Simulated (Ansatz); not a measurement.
# doublet F: levels of theory in one basis

A single F atom.

Basis set: cc-pVDZ (spherical functions). Correlated methods keep 1 orbital frozen. Correlation on ROHF uses semicanonical orbitals with singles. Charge 0, multiplicity 2.

Computed with Ansatz (development build ahead of 0.2.0); each method stands on the lowest determinant of its kind that the runs found.

```tsv
method	E − E(ROHF) (eV)	<S²> of the determinant
ROHF	0.00	0.75
UHF	-0.09	0.75
ROHF-MP2	-3.92	–
UHF-MP2	-3.92	0.75
ROHF-CCSD	-4.21	–
UHF-CCSD	-4.21	0.75
ROHF-CCSD(T)	-4.24	–
UHF-CCSD(T)	-4.24	0.75
ROHF-CCSDT	-4.24	–
UHF-CCSDT	-4.24	0.75
UHF-CCSDT(Q)	-4.24	0.75
full CI (lowest root of this spin)	-4.24	–
```

(1) Is a single determinant a sound starting point here?

Answers

(1) By this sign, yes. Unrestricted orbitals gain 0.09 eV and <S²> is 0.75 against 0.75 for a pure state.
